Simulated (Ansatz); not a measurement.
Basis-set extrapolation for C$_{2}$H$_{8}$OSSi (`CO[SiH](C)S`) (PBE0-D4/def2-TZVP geometry, frozen core, the Gaussian-basis code of Ansatz). Multiplicity 1, RHF reference.

```
                      def2-TZVPP   def2-QZVPP
                 HF  -841.890977  -841.919143
    MP2 correlation    -0.890699    -0.957826
CCSD(T) correlation    -0.985116      not run
```

Energies in hartree. Use E(X) = E(∞) + A·exp(−7.88·√X) for Hartree–Fock and E(X) = E(∞) + B·X^(−2.97) for correlation, with X = 3 and 4, and add CCSD(T) minus MP2 of the smaller set to the MP2 limit.

Q: What is the CCSD(T) energy at the basis-set limit?

A: HF limit: -841.919143 + (-0.028166) × 0.13774 = -841.92302. MP2 limit: -0.957826 + (-0.067127) × 0.74074 = -1.00755. Higher-order term: -0.985116 − (-0.890699) = -0.09442. Total: -843.02499 hartree, 390.9 kJ/mol below CCSD(T)/def2-TZVPP.
